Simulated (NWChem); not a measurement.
Species: CuF; SMILES [F][Cu]

Program: NWChem. Structure relaxed at the PBE0/def2-SVP level. Vertical excitations in the gas phase.

Q: What does the run give for BHandHLYP/aug-cc-pVDZ, TDA? Quantities: lowest excitation, singlet (eV); oscillator strength of that lowest state; orbital gap (eV).

A: lowest excitation, singlet (eV): 2.84
oscillator strength of that lowest state: 0.002
orbital gap (eV): 6.87
